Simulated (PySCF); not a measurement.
Species: C₅H₁₆Si₂.
Numbering: `[CH3:1][CH2:2][C@H:3]([CH3:4])[SiH2:5][CH2:6][SiH3:7]` (hydrogens: H8, H9, H10 on C1; H11, H12 on C2; H13 on C3; H14, H15, H16 on C4; H17, H18 on Si5; H19, H20 on C6; H21, H22, H23 on Si7)

Level: PBE0/pcSseg-1 in PySCF, non-relativistic, on one gas-phase PBE0-D3(BJ)/def2-SVP geometry that isn't relaxed in the solvent. The solvent is an IEF-PCM continuum (Bondi radii, 1.10 Å for H, scaled by 1.2). Specific hydrogen bonds and non-electrostatic terms are outside this model.

Gas phase at PBE0/pcSseg-1: HOMO -7.93 eV, LUMO 0.62 eV, dipole 0.73 D.

What does the continuum do to the energy, the frontier levels and the dipole at PBE0/pcSseg-1 in acetonitrile and dimethylsulfoxide?

```tsv
solvent	ε	E(solvent) − E(gas) (kcal/mol)	polarisation term (kcal/mol)	distortion of the solute (kcal/mol)	HOMO (eV)	LUMO (eV)	dipole (D)
acetonitrile	35.69	-1.19	-1.31	0.12	-7.77	0.78	0.95
dimethylsulfoxide	46.83	-1.20	-1.33	0.13	-7.77	0.78	0.95
```

The polarisation term is half the interaction of the solute with the surface charges that it induces; the rest is the cost of distorting the solute's density. The sum is the electrostatic part of solvation alone. From acetonitrile to dimethylsulfoxide the lowering changes by a factor 1.01, Onsager's factor (ε − 1)/(2ε + 1) by 1.01 and ε itself by 1.3.

Which ESP-fitted charges (PBE0/pcSseg-1) respond most in acetonitrile (means over atoms taken as equivalent)?

```json
{"atoms": "C3", "environment": "sp3 carbon bound to silicon", "gas (e)": "+0.118", "solvent (e)": "+0.141", "change": "+0.023"}
{"atoms": "C1", "environment": "methyl carbon", "gas (e)": "-0.445", "solvent (e)": "-0.466", "change": "-0.021"}
{"atoms": "C4", "environment": "methyl carbon", "gas (e)": "-0.399", "solvent (e)": "-0.419", "change": "-0.020"}
{"atoms": "C6", "environment": "sp3 carbon bound to silicon", "gas (e)": "-0.366", "solvent (e)": "-0.348", "change": "+0.018"}
{"atoms": "H17", "environment": "Si–H hydrogen", "gas (e)": "-0.097", "solvent (e)": "-0.109", "change": "-0.012"}
{"atoms": "H18", "environment": "Si–H hydrogen", "gas (e)": "-0.129", "solvent (e)": "-0.140", "change": "-0.011"}
{"atoms": "H21/H22/H23", "environment": "Si–H hydrogen", "gas (e)": "-0.102", "solvent (e)": "-0.109", "change": "-0.007"}
{"atoms": "Si7", "environment": "SiH3 silicon", "gas (e)": "+0.361", "solvent (e)": "+0.367", "change": "+0.006"}
{"atoms": "H8/H9/H10", "environment": "methyl hydrogen", "gas (e)": "+0.110", "solvent (e)": "+0.114", "change": "+0.004"}
{"atoms": "H19", "environment": "methylene hydrogen", "gas (e)": "+0.083", "solvent (e)": "+0.087", "change": "+0.004"}
{"atoms": "H14/H15/H16", "environment": "methyl hydrogen", "gas (e)": "+0.097", "solvent (e)": "+0.101", "change": "+0.004"}
{"atoms": "H11", "environment": "methylene hydrogen", "gas (e)": "+0.023", "solvent (e)": "+0.025", "change": "+0.002"}
```

Which Mayer bond orders change most in acetonitrile?

```
   bond  length (Å)    gas  solvent  change
 Si5–C6       1.888  0.903    0.913  +0.010
 C6–Si7       1.880  0.920    0.928  +0.008
 C3–Si5       1.897  0.891    0.896  +0.005
Si5–H17       1.499  0.960    0.955  -0.005
 C6–H19       1.104  0.929    0.924  -0.005
 C6–H20       1.104  0.934    0.929  -0.005
Si5–H18       1.500  0.958    0.954  -0.004
Si7–H21       1.496  0.944    0.941  -0.003
```

Time: 76 s of wall time; peak memory 1.3 GiB. Hardware: an Arm Neoverse N1 with one thread, shared host with 64 logical CPUs at a one-minute load of 60. This is the whole shielding run at PBE0/pcSseg-1 in dimethylsulfoxide, SCF included.

The values belong to the conformer `[CH3:1][CH2:2][C@H:3]([CH3:4])[SiH2:5][CH2:6][SiH3:7]`: C1–C2–C3–C4 -63°, C2–C3–Si5–C6 51°, C3–Si5–C6–Si7 58°.
